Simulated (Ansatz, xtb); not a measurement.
A ladder of methods for C2H3BFNO (SMILES FC/N=C1/BO1)

C2H3BFNO has 9 atoms, charge 0, and is taken as a singlet. As SMILES, `FC/N=C1/BO1`. Geometry: relaxed at PBE0-D4/def2-TZVP. This is one conformer, not always the lowest.

```xyz
9

F    -1.1028   -1.5364    0.3206
C    -0.2382   -0.9699    1.2306
N     0.4779    0.1553    0.7613
C     0.4002    0.6631   -0.3599
B     0.4734    1.4289   -1.6183
O    -0.3713    0.3721   -1.5694
H    -0.8251   -0.6659    2.1031
H     0.4826   -1.7380    1.5280
H     0.7919    2.2445   -2.4130
```

Quantity: the dipole moment, in D. The values are calculated.

| level | kind | program | value (D) | CPU time |
| --- | --- | --- | --- | --- |
| GFN2-xTB | semi-empirical | xtb | 1.85 | under 2 s |
| GFN0-xTB | semi-empirical | xtb | 2.74 | under 2 s |
| GFN1-xTB | semi-empirical | xtb | 2.31 | under 2 s |
| HF/STO-3G | Hartree–Fock | Ansatz | 0.69 | 0.82 s |
| HF/3-21G | Hartree–Fock | Ansatz | 1.94 | 1.5 s |
| HF/def2-SVP | Hartree–Fock | Ansatz | 1.90 | 5.5 s |
| HF/pc-1 (sfX2C) | Hartree–Fock | Ansatz | 2.04 | 1.7 s |
| SVWN5/3-21G | LDA | Ansatz | 0.81 | 3.1 s |
| B3LYP/6-31G* (spherical functions) | global hybrid | Ansatz | 1.15 | 11 s |
| B3LYP/6-31G* (Cartesian functions) | global hybrid | Ansatz | 1.15 | 11 s |

The values span 0.69 to 2.74 D. Magnitudes only: a small dipole may point the other way at some levels. Sets without polarisation functions give poor dipoles. Times are those of the runs behind each value, whatever else they computed, on shared processors of several kinds: orders of magnitude only.
